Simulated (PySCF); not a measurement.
C2H6N2OSi, SMILES C[Si@@H](N)N=C=O.

The structure is a stationary point at B3LYP-D3(BJ)/def2-SVP. The structure was generated by enumeration; whether it is a known compound was not checked. One conformer was computed; it need not be the lowest.

Vertical ionisation energy (IE) and electron affinity (EA) in eV. Rows of orbital energies are one-electron estimates. Where ΔSCF, EOM or ADC give a negative EA the extra electron is unbound and the value depends on the basis.

```tsv
level	IE	EA
−ε(HOMO), −ε(LUMO), CAM-B3LYP/def2-TZVP (PySCF)	9.26	-1.31
−ε(HOMO), −ε(LUMO), PBE/def2-TZVP (PySCF)	6.37	0.41
```
